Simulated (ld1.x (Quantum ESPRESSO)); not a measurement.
# An all-electron radial function and its pseudo partner (germanium (Ge))

Columns: radius, all-electron u(r) and pseudo u(r) of the 4s shell (level -24.44 eV) of germanium in the configuration [Ar] 3d10 4s2 4p0.5; BLYP, scalar-relativistic, ultrasoft scheme, ld1.x (Quantum ESPRESSO) 7.5.

```tsv
r (bohr)	all-electron	pseudo
0.085	-0.1149	-0.0442
0.170	-0.2065	-0.0889
0.255	0.0174	-0.1344
0.340	0.2464	-0.1809
0.425	0.3617	-0.2286
0.510	0.3608	-0.2777
0.595	0.2781	-0.3279
0.680	0.1497	-0.3791
0.765	0.0026	-0.4306
0.850	-0.1453	-0.4819
0.935	-0.2834	-0.5323
1.020	-0.4061	-0.5809
1.105	-0.5109	-0.6267
1.190	-0.5972	-0.6688
1.275	-0.6657	-0.7062
1.360	-0.7178	-0.7379
1.445	-0.7550	-0.7633
1.530	-0.7791	-0.7815
1.615	-0.7918	-0.7922
1.700	-0.7949	-0.7949
1.785	-0.7898	-0.7898
1.870	-0.7779	-0.7779
1.955	-0.7606	-0.7606
2.040	-0.7389	-0.7389
2.125	-0.7137	-0.7137
2.210	-0.6861	-0.6861
```

Task: How many radial nodes do the two functions have?

Result: The all-electron 4s function has n − l − 1 = 3 (the table is too coarse to show those close to the nucleus); the pseudo-wave has 0, since the states of the same l below it are removed with the core.

Task: At about which radius was the pseudo-wave matched?

Result: 1.70 bohr, where the columns begin to agree (steps of 0.09 bohr).

Task: Where does each function peak?

Result: Outermost all-electron maximum near 1.70 bohr, pseudo maximum near 1.70 bohr (to the table’s step).

Task: Is the pseudo-wave norm-conserving?

Result: No, it belongs to an ultrasoft set: the norm inside the radius is not constrained, and the difference is carried by the augmentation charge.
